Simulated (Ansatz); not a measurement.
Ag⁺ ··· SO₂

The pair of Ag⁺ (SMILES [Ag+], atom 1) and SO₂ (SMILES O=S=O, atoms 2–4), both closed shells, in one local arrangement (a lower one may exist), relaxed at PBE0-D4/def2-TZVP:

Ag1  (-0.313, -0.442, -2.172)
O2  (-0.522, -0.704, 0.047)
S3  (0.003, 0.014, 1.203)
O4  (0.833, 1.132, 0.922)
(Å)

Program: Ansatz 0.2.0. Basis: def2-TZVPPD, with def2-QZVPPD for the basis limit. Cores are frozen in the correlated methods. Filled d shells of the heavier atoms are correlated. Core potentials replace the inner electrons of the atoms past krypton. B3LYP uses VWN-RPA correlation. Extrapolation: Hartree–Fock as exp(−7.88 √X), correlation as X^−2.97. Interaction energies count from these two fragments, frozen as in the pair, with the counterpoise correction; negative means bound.

What is the interaction energy by CCSD(T) at an estimated basis limit (MP2 extrapolated from triple and quadruple zeta, plus CCSD(T) − MP2 in triple zeta)? (Judge from chemistry; the value comes from the calculation.)

The calculation gives: -25.30 kcal/mol. Hartree–Fock alone gives -18.58 kcal/mol at the basis limit. It counts from the two fragments frozen as in the pair.

The same quantity by other methods in triple zeta, and each one's difference from that estimate:
| method | E_int (kcal/mol) | difference |
| --- | --- | --- |
| PBE-D4 | -28.12 | -2.83 |
| revPBE-D4 | -25.89 | -0.59 |
| BLYP-D4 | -28.84 | -3.55 |
| r2SCAN-D4 | -28.28 | -2.99 |
| B97M-V | -27.23 | -1.94 |
| PBE0-D4 | -25.76 | -0.47 |
| B3LYP-D4 | -27.17 | -1.87 |
| HSE06-D4 | -25.70 | -0.40 |
| wB97X-V | -24.75 | 0.54 |
| wB97M-V | -24.97 | 0.32 |
| B2PLYP | -24.12 | 1.18 |
| HF | -18.17 | 7.13 |
| MP2 | -22.89 | 2.40 |
| CCSD | -22.21 | 3.08 |
| CCSD(T) | -22.59 | 2.70 |
Differences are method less estimate.

Which atoms make the shortest contact between the fragments?

Ag1 and O2, 2.24 Å apart.

Energy to bend the free fragments (PBE0-D4 minima) into their shapes in the pair, CCSD(T)/def2-TZVPPD: SO₂ 0.73 kcal/mol. This must be added to the interaction energy to get the binding energy from relaxed fragments.

Basis-set superposition shift (counterpoise-corrected less uncorrected): CCSD(T) 1.68; MP2 1.57; HF 0.07; PBE0-D4 0.08; wB97M-V 0.09 kcal/mol.

No T1 diagnostic of these runs exceeds 0.023. The restricted Hartree–Fock reference is unstable towards an unrestricted one at one or more of these structures.

For scale, one of the runs: CCSD(T)/def2-TZVPPD, 187 basis functions, launched by `ansatz run in.yaml --threads 4 --pin off --events-out ev --progress --plain --max-ram 9574MiB`. Hardware: 4 CPU threads of an Arm Neoverse V1, shared host. Wall time 74 s; peak host memory 2.4 GiB.
